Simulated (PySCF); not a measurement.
**Electron correlation in Zn²⁶⁺ (zinc, charge +26)**

Starting occupation: [He] 2s2. All numbers are calculated (PySCF 2.14, X2C-1e with screened-nucleus spin-orbit coupling, Gaussian nucleus, in an uncontracted even-tempered set (17 s from 1.9 bohr⁻², ratio 2.6; 12 p from 2.5 bohr⁻², ratio 2.6; 7 d from 2.6 bohr⁻², ratio 2.8; 4 f from 53 bohr⁻², ratio 2.8)). Frozen: nothing; 4 electrons correlated; the 34 highest virtual spinors left out.

MP2 pair energies summed by pair of shells (mhartree):

```tsv
pair	energy	share (%)
2s1/2-2s1/2	-178.64	74.8
1s1/2-1s1/2	-43.93	18.4
1s1/2-2s1/2	-16.36	6.8
```

Total MP2 correlation energy: -238.93 mhartree.

The virtual space was cut to 50 spinors, which keep -225.92 of the -238.93 mhartree of MP2 correlation.

| level | correlation energy (mhartree) |
| --- | --- |
| CCSD | -352.47 |
| (T) | -0.47 |
| CCSD(T) | -352.94 |

Diagnostics: T1 = 0.00067, largest double amplitude 0.141.

Cost of the coupled-cluster step: about 11 core-seconds, for 4 occupied and 50 virtual spinors.

The coupled-cluster values are those of the cut space; adding the MP2 remainder, -13.01 mhartree, estimates the full space.
